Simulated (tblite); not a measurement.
Compound: C6H10F3P.
Structure used (GFN2-xTB), in Å, numbered top down from 1:
```xyz
20
C6H10F3P angstrom
C     -2.4190    0.6943   -0.0151
C     -0.9418    0.8409   -0.3628
C     -0.2086   -0.4856   -0.2063
C     -0.0372   -1.0055    1.2326
P      1.6664   -1.6933    0.8630
C      1.2903   -0.5272   -0.5850
C      2.0637    0.7478   -0.3823
F      1.7345    1.7276   -1.2428
F      1.9247    1.2630    0.8492
F      3.3813    0.5374   -0.5515
H     -2.8933   -0.0438   -0.6584
H     -2.5389    0.3784    1.0183
H     -2.9316    1.6435   -0.1452
H     -0.8414    1.1842   -1.3949
H     -0.4936    1.5956    0.2855
H     -0.7230   -1.2410   -0.8090
H     -0.7750   -1.7256    1.5806
H      0.0355   -0.1923    1.9561
H      1.1800   -2.8077    0.1572
H      1.5217   -0.8800   -1.5922
```

Method: GFN2-xTB as coded in tblite; computed harmonic values from a numerical Hessian at the method's own geometry, unscaled. Against measured fundamentals such values can be off by several per cent, at times by over 20. Modes of hydrogen on phosphorus can be 10 to 20 % off. One conformer, not necessarily the lowest.

Harmonic wavenumbers (cm⁻¹): 61.7, 96.9, 110.1, 129.0, 147.2, 202.0, 237.3, 302.2, 307.1, 400.5, 414.1, 473.2, 489.2, 548.0, 654.1, 707.6, 720.6, 766.4, 795.5, 824.3, 870.9, 900.1, 944.8, 1000.3, 1015.6, 1025.9, 1029.9, 1049.8, 1088.3, 1107.1, 1146.7, 1154.4, 1189.7, 1194.8, 1251.2, 1260.0, 1293.9, 1306.4, 1358.8, 1415.0, 1444.1, 1489.7, 1502.5, 1504.1, 2233.2, 2934.4, 2965.9, 2980.4, 2986.2, 2999.2, 3005.0, 3033.0, 3042.7, 3049.8.

A = 1453, B = 1010, C = 699.6 MHz; mass 170.047 u (most abundant isotopes); point group C1, symmetry number 1.

Problem. Zero-point energy?

Solution. Half the sum of the wavenumbers: 33080 cm⁻¹ = 94.58 kcal/mol.

Problem. What is S at 400 K and 1 bar for an ideal gas of classical rigid rotors and harmonic oscillators?

Solution. Translation 42.79, rotation 31.00, vibration 41.87: S = 115.7 cal/(mol K).

Problem. And Cp and H(400 K) − H(0)?

Solution. Cp = 52.99 cal/(mol K), of which vibrations give 45.04 (their classical limit is 54 R = 107.3); H(400 K) − H(0) = 12.15 kcal/mol without the zero-point energy, 8.97 from vibrations.

Problem. Which modes carry the vibrational entropy at 400 K?

Solution. 61.7 cm⁻¹: 4.98; 96.9 cm⁻¹: 4.09; 110.1 cm⁻¹: 3.84; 129.0 cm⁻¹: 3.53; 147.2 cm⁻¹: 3.27; 202.0 cm⁻¹: 2.67 cal/(mol K); the other 48 give 19.48 together.

Problem. Blend soft modes into free rotors: weight 1/[1 + (100 cm⁻¹/ν̃)⁴] for the oscillator and the rest for a rotor with moment μB/(μ + B), μ = h/(8π²ν), B = 10⁻⁴⁴ kg m². What vibrational entropy results?

Solution. 39.62 cal/(mol K) in place of 41.87, which changes −T·S at 400 K by +0.90 kcal/mol.

Hindered rotation and anharmonicity are outside this model. Other conformers, if any are populated, would add a mixing term that is left out. The structure is chiral; the term R ln 2 for an equal mix with its mirror image is left out.
